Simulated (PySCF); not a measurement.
Computed Raman spectrum (relative Raman activity) of a molecule C3H5BN2. Geometry optimised at PBE-D3(BJ)/def2-SVP. The values are those of a single conformer. Calculation: PBE-D3(BJ)/def2-SVP run with PySCF. No scaling factor is applied to the harmonic values.

| ν (cm⁻¹) | relative intensity |
|---|---|
| 551 | 3.0 |
| 759 | 2.2 |
| 801 | 6.9 |
| 845 | 2.1 |
| 914 | 4.0 |
| 1065 | 7.2 |
| 1253 | 4.4 |
| 1415 | 20 |
| 1537 | 30 |
| 1569 | 4.3 |
| 3039 | 74 |
| 3107 | 64 |
| 3152 | 71 |
| 3500 | 100 |
| 3599 | 47 |

Question: Which molecule gave these data?
(A) NB1C=CC=N1
(B) NB1C=CN=C1
(C) CB1N=CC=N1
(D) CB1C=NC=N1

Answer: B, NB1C=CN=C1
